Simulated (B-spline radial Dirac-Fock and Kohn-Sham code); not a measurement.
Satellites and hypersatellites of the K lines of Yb²⁷⁺

System: the Yb²⁷⁺ ion in the configuration [Kr] 4d7.

Input of the calculation (task.json; shells as n, l, electrons):

```json
{"items": [{
  "Z": 70,
  "q": 27,
  "cfg": [[1, 0, 2], [2, 0, 2], [2, 1, 6], [3, 0, 2], [3, 1, 6], [3, 2, 10], [4, 0, 2], [4, 1, 6], [4, 2, 7]],
  "A": 174,
  "rrms": 5.3108,
  "do": ["binding", "quiet", "double"]
}]}
```

Command: `python xray_run.py task.json out`

Model: Dirac-Fock energy differences between relaxed states, corrected for Breit and QED terms. Program: an atomic code on a B-spline grid. Each two-hole energy is an average over J within one jj subconfiguration, not an observable level; in light atoms, where LS coupling holds, the j-resolved values are not observed lines, and for a K spectator the Kα1 hypersatellite is nearly forbidden. Correlation energy is missing from these numbers.

Lines without a spectator: Kα2 (K-L2) 51343.8 eV, Kα1 (K-L3) 52378.1 eV, Kβ3 (K-M2) 59150.7 eV, Kβ1 (K-M3) 59376.2 eV. Shifts in eV with one spectator hole (a dash: not computed, or left out as unreliable):

```csv
spectator hole,Kα2,Kα1,Kβ3,Kβ1
K (1s),+903.8,+964.2,+1169.1,+1183.4
L2 (2p1/2),+112.6,+149.7,–,+292.8
L3 (2p3/2),+89.4,+96.3,+227.9,–
M2 (3p1/2),–,+22.96,+47.4,+56.4
M3 (3p3/2),+13.28,–,+42.1,+42.7
M5 (3d5/2),-0.88,+2.83,–,–
```
